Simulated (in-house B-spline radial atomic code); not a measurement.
The numbers below are computed, except where a source is named.
Two electrons in Si: a Gaussian well −V exp(−r²/w²) with V = 610 meV and w = 25.2 nm

For Si the NSM archive of the Ioffe Institute lists m_l = 0.98 m0, m_t = 0.19 m0 and ε = 11.7; the model takes one isotropic valley with the conductivity mass 3/(1/m_l + 2/m_t) = 0.26 m0, and so misses anisotropy and the other valleys. All triplets below are those of one valley; with several valleys two electrons can form a triplet in the 1s orbital itself, at an energy set by the valley splitting.

Effective-mass model with parabolic bands, a uniform dielectric constant, no image charges, no central-cell or spin-orbit terms. Two-electron levels come from full CI in B-splines with partial waves to l = 5 (up to 0.001 effective hartree above the limit).

(1) What are the effective units, and what is the potential in them?

In these units the lowest s and p orbitals lie at -11.120925 and -10.673842, and their Coulomb and exchange integrals are J_ss = 0.533989, J_sp = 0.443453 and K_sp = 0.08834. Full CI gives -21.771634 for the ground singlet, -21.456209 for the sp triplet, -21.326545 for the sp singlet and -21.022498 for the lowest triplet of two s orbitals.

(2) What does it cost to add the second electron, to first order and exactly?

(3) How far above the singlet do the triplets lie?

Answers

(1) Ha* = 27211.386 meV × 0.26/11.7² = 51.68 meV and a* = 0.0529177 nm × 11.7/0.26 = 2.381 nm. V = 11.8 Ha* and w = 10.6 a*.

(2) To first order E = 2ε_s + J_ss = -21.707861, so the charging energy E(2) − 2E(1) is J_ss = 27.6 meV. CI gives -21.771634 − 2 × (-11.120925) = 0.470216, or 24.3 meV: relaxation and correlation lower it by 3.296 meV, 11.9 % of J_ss. The s² configuration of one-electron orbitals holds 94.7 % of the state, and the mean radius is 4.42 nm. The second electron is bound by ε_s − E = 550.5 meV, against 574.8 meV for the first.

(3) To first order the sp triplet lies at ε_s + ε_p + J_sp − K_sp = -21.439653, which is 13.86 meV above 2ε_s + J_ss. CI gives -21.456209 − (-21.771634) = 0.315425, or 16.3 meV, 71 % of the orbital spacing of 23.11 meV. The ss triplet lies 38.72 meV up, so the lower of the two is the sp one, and its gap equals k_BT at 189 K. The sp singlet-triplet splitting is 6.701 meV, against 2K_sp = 9.131 meV.
